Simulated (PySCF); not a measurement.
C₆H₇N₂ (charge -1).
Numbering: `[CH2:1]=[CH:2][c:3]1[cH:4][c:5]([NH2:6])[cH:7][n-:8]1` (hydrogens: H9, H10 on C1; H11 on C2; H12 on C4; H13, H14 on N6; H15 on C7)

Geometry (GFN2-xTB, Å), atoms numbered from 1 in this order:
```xyz
15
C6H7N2 angstrom
C     -3.079   -0.084   -0.460
C     -1.900   -0.715   -0.362
C     -0.614   -0.113   -0.230
C      0.609   -0.806   -0.130
C      1.591    0.170   -0.029
N      3.005   -0.025    0.134
C      0.917    1.391   -0.079
N     -0.405    1.233   -0.198
H     -3.127    0.990   -0.437
H     -4.014   -0.619   -0.565
H     -1.890   -1.806   -0.386
H      0.750   -1.879   -0.130
H      3.291   -0.872   -0.352
H      3.504    0.762   -0.272
H      1.357    2.381   -0.032
```

Computed at PBE0/pcSseg-1 (PySCF, non-relativistic), with Q(14N) = 0.02044 b: N6, 14N (I = 1): χzz = -5.455 MHz, η = 0.008; N8, 14N (I = 1): χzz = -3.954 MHz, η = 0.147.

Question: Find the zero-field quadrupole resonance frequencies of 14N at N6.

Answer: From ν± = (3/4)|χ|(1 ± η/3) and ν0 = |χ|η/2: ν+ 4.103 MHz, ν− 4.080 MHz, ν0 0.023 MHz (aniline-type nitrogen).

Question: Find the zero-field quadrupole resonance frequencies of 14N at N8.

Answer: From ν± = (3/4)|χ|(1 ± η/3) and ν0 = |χ|η/2: ν+ 3.111 MHz, ν− 2.821 MHz, ν0 0.290 MHz (two-coordinate ring nitrogen).

In a crystal, neighbours and librations shift these lines. Geometry: GFN2-xTB, one conformer, isolated ion. The pcSseg-1 basis has no diffuse functions, a weakness for an anion. The HOMO energy is positive at this level (+0.07 eV), so the outermost electrons may be held by the finite basis alone. GFN2-xTB bond lengths can be off by several hundredths of an ångström, more for odd bonds, and the gradients follow them. With a basis this small, the couplings can be 20 % off.
